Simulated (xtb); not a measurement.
C4H10B, doublet, from a rough starting geometry; GFN2-xTB (xtb 6.7.1).

Here is a job for xtb.
```
$ xtb mol.xyz --gfn 2 --uhf 1 --opt vtight --json

# file mol.xyz
15

C      2.58180256    -0.18291292     0.09904144
C      1.06719776     0.15044793    -0.21053577
B      0.05238212    -0.06725791     0.90984635
C     -1.46734065     0.03692210     0.88053749
C     -2.08824982    -0.00539653    -0.64659661
H      2.91643543     0.34627326     0.99491434
H      2.67379785    -1.23885427     0.27016236
H      3.19731610     0.06078529    -0.76102542
H      0.97593704     1.19557880    -0.53681900
H      0.72923586    -0.42901980    -1.09309427
H     -1.80036611     1.00887315     1.31391605
H     -2.00077435    -0.78080746     1.48551219
H     -1.84448717    -0.93618268    -1.07039622
H     -1.76267469     0.78236585    -1.15895553
H     -3.24475501     0.07324123    -0.57569367
```

Problem. Write the output that xtb gives for this input, abridged.

Solution. 
```
   ID    Z sym.   atoms
    1    6 C      1, 2, 4, 5
    2    5 B      3
    3    1 H      6-15

           -------------------------------------------------
          |                Calculation Setup                |
           -------------------------------------------------

           -------------------------------------------------
          |                 G F N 2 - x T B                 |
           -------------------------------------------------

          ...................................................
          :                      SETUP                      :
          :.................................................:
          :  # basis functions                  30          :
          :  # atomic orbitals                  30          :
          :  # shells                           20          :
          :  # electrons                        29          :
          :  max. iterations                   250          :
          :  Hamiltonian                  GFN2-xTB          :
          :  restarted?                      false          :
          :  GBSA solvation                  false          :
          :  PC potential                    false          :
          :  electronic temp.          300.0000000     K    :
          :  accuracy                    1.0000000          :
          :  -> integral cutoff          0.2500000E+02      :
          :  -> integral neglect         0.1000000E-07      :
          :  -> SCF convergence          0.1000000E-05 Eh   :
          :  -> wf. convergence          0.1000000E-03 e    :
          :  Broyden damping             0.4000000          :
          :  net charge                          0          :
          :  unpaired electrons                  1          :
          ...................................................

 iter      E             dE          RMSdq      gap      omega  full diag
   1    -14.8977176 -0.148977E+02  0.538E+00    0.95       0.0  T
   2    -14.9807128 -0.829951E-01  0.359E+00    0.97       1.0  T
   3    -14.9784773  0.223546E-02  0.122E+00    1.16       1.0  T
   4    -14.9847022 -0.622484E-02  0.409E-01    1.25       1.0  T
   5    -14.9872830 -0.258082E-02  0.141E-01    1.25       1.0  T
   6    -14.9872904 -0.744331E-05  0.581E-02    1.25       1.0  T
   7    -14.9873366 -0.461331E-04  0.102E-02    1.25       2.5  T
   8    -14.9873376 -0.105921E-05  0.390E-03    1.25       6.6  T
   9    -14.9873377 -0.125805E-06  0.104E-03    1.25      24.7  T
[...]
 * total energy  :   -14.7806603 Eh     change       -0.1870896E-06 Eh
 * total energy  :   -14.7806605 Eh     change       -0.2207142E-06 Eh
 * total energy  :   -14.7806608 Eh     change       -0.2528152E-06 Eh
 * total energy  :   -14.7806610 Eh     change       -0.2758446E-06 Eh
 * total energy  :   -14.7806613 Eh     change       -0.2825738E-06 Eh
 * total energy  :   -14.7806616 Eh     change       -0.2696766E-06 Eh
 * total energy  :   -14.7806618 Eh     change       -0.2405991E-06 Eh
 * total energy  :   -14.7806620 Eh     change       -0.2024249E-06 Eh
 * total energy  :   -14.7806622 Eh     change       -0.1635509E-06 Eh
 * total energy  :   -14.7806623 Eh     change       -0.1291751E-06 Eh
 * total energy  :   -14.7806624 Eh     change       -0.1021403E-06 Eh
 * total energy  :   -14.7806625 Eh     change       -0.5401374E-07 Eh
   *** GEOMETRY OPTIMIZATION CONVERGED AFTER 68 ITERATIONS ***
         :: total energy             -14.780662472579 Eh    ::
[...]

 Mol. C6AA /au·bohr⁶  :       1699.354484
 Mol. C8AA /au·bohr⁸  :      38736.207772
 Mol. α(0) /au        :         65.600164

Wiberg/Mayer (AO) data.
largest (>0.10) Wiberg bond orders for each atom

 ---------------------------------------------------------------------------
     #   Z sym  total        # sym  WBO       # sym  WBO       # sym  WBO
 ---------------------------------------------------------------------------
     1   6 C    3.997 --     2 C    1.009     7 H    0.990     6 H    0.990
                             8 H    0.989
     2   6 C    3.969 --     3 B    1.068     1 C    1.009    10 H    0.940
                             9 H    0.939
     3   5 B    2.362 --     2 C    1.068     4 C    1.064
     4   6 C    3.965 --     3 B    1.064     5 C    0.990    12 H    0.950
                            11 H    0.948
     5   6 C    3.996 --     4 C    0.990    14 H    0.990    13 H    0.990
                            15 H    0.987
     6   1 H    0.999 --     1 C    0.990
     7   1 H    0.999 --     1 C    0.990
     8   1 H    0.999 --     1 C    0.989
     9   1 H    0.998 --     2 C    0.939
    10   1 H    0.998 --     2 C    0.940
    11   1 H    0.999 --     4 C    0.948
    12   1 H    0.999 --     4 C    0.950
    13   1 H    0.999 --     5 C    0.990
    14   1 H    0.999 --     5 C    0.990
    15   1 H    0.999 --     5 C    0.987
 ---------------------------------------------------------------------------

Topologies differ in total number of bonds
Writing topology from bond orders to xtbtopo.mol

molecular dipole:
                 x           y           z       tot (Debye)
 q only:        0.011      -0.002       0.200
   full:       -0.150       0.023      -0.174       0.588
molecular quadrupole (traceless):
                xx          xy          yy          xz          yz          zz
 q only:       -1.499       0.035       0.414       0.057      -0.013       1.086
  q+dip:       -0.192       0.066       0.704      -1.580       0.087      -0.512
   full:       -0.804       0.088       1.640      -1.051       0.139      -0.836

optimized geometry written to: xtbopt.xyz

           -------------------------------------------------
          | TOTAL ENERGY              -14.780662472579 Eh   |
          | GRADIENT NORM               0.000021867881 Eh/α |
          | HOMO-LUMO GAP               1.327207016147 eV   |
           -------------------------------------------------

normal termination of xtb
```
